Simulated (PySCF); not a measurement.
BiF: from constants to spectrum

PBE0 constants of BiF, ³Σ⁻ (triplet), unpaired electrons π ↑↑ (basis Bi cc-pVTZ-PP with ECP60, F cc-pVTZ; scalar-relativistic core potentials; PySCF 2.14; masses 208.9804 and 18.9984 u):

| Item | Value |
| --- | --- |
| ωe | 564.0 cm⁻¹ |
| ωexe | 2.33 cm⁻¹ |
| Be | 0.23429 cm⁻¹ |
| αe | 0.00135 cm⁻¹ |
| De to Bi + F | 3.76 eV |

(1) What force constant and bond length do these constants imply?

(2) Estimate the centrifugal constant D from the Kratzer relation and find the Dunham coefficient a1.

Spin–orbit coupling is left out, which matters for elements this heavy, above all for dissociation energies. The state is the lowest determinant that a PBE0 search found; another state may lie lower at other levels.

Results:

(1) Reduced mass μred = 17.415 u; k = 5.8918×10⁻⁷·μred·ωe² (u, cm⁻¹, mdyn/Å) = 3.26 mdyn/Å; Re = √(16.8576/(μred·Be)) (u, cm⁻¹, Å) = 2.033 Å.

(2) D = 4Be³/ωe² = 1.62e-07 cm⁻¹; a1 = −1 − αeωe/(6Be²) = -3.31.
